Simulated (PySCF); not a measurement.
Spin states of TlC⁺

Unrestricted PBE0; basis Tl def2-SVP with ECP60, C def2-SVP; scalar-relativistic core potentials; PySCF 2.14. Outer shells of the fragments: Tl+ 5d10 6s2; C 2s2 2p2.

Followed along the bond (rough minima from three points):

| 2Ms+1 | unpaired | ⟨S²⟩ at the start | R at minimum (Å) | Te (eV) |
| --- | --- | --- | --- | --- |
| 3 | σ ↑, π ↑ | 2.01 | 3.03 | 0.00 |
| 3 | π ↑↑ | 2.03 | 2.65 | 0.26 |
| 1 | σ ↓, π ↑ | 1.01 | 2.99 | 0.42 |
| 1 | π ↑↓ | 1.00 | 2.64 | 0.71 |

Solutions found at the starting distance of 2.240 Å, counted from the lowest of them; the search is not exhaustive and high or unbound solutions are not listed, so other states can lie among these:

```
2Ms+1    unpaired   term  E (eV)  ⟨S²⟩  ⟨Lz²⟩  μ (D)
    3        π ↑↑    ³Σ⁻    0.00  2.03   0.00  -0.16
    3    σ ↑, π ↑     ³Π    0.35  2.01   1.00   1.75
    1        π ↑↓  mixed    0.45  1.00   2.01  -0.18
    1    σ ↓, π ↑  mixed    0.69  1.01   1.00   1.60
    1        none  mixed    1.84  0.00   2.00  -0.02
    3  σ ↑↑, π ↑↓  mixed    4.12  3.00   2.01  -1.14
```

A term symbol is given only where ⟨S²⟩ and ⟨Lz²⟩ are close to those of a pure state; real π, δ and φ orbitals otherwise mix terms. A positive dipole points towards C; it is taken about the centre of mass and depends on that origin.

**Question.** Compare the gap between the two lowest followed solutions at the starting distance with the gap between their minima.

**Answer.** At PBE0 the second solution (triplet, unpaired electrons π ↑↑) lies -0.35 eV from the first (triplet, unpaired electrons σ ↑, π ↑) at 2.240 Å and +0.26 eV at the minima; the two curves relax by different amounts, since their minima lie near 2.65 and 3.03 Å.

These are scalar-relativistic numbers at best; spin–orbit coupling would shift them, the dissociation energy most. Counting both spins, an empty level lies below a filled one in some of these solutions, because spin and occupation are held.
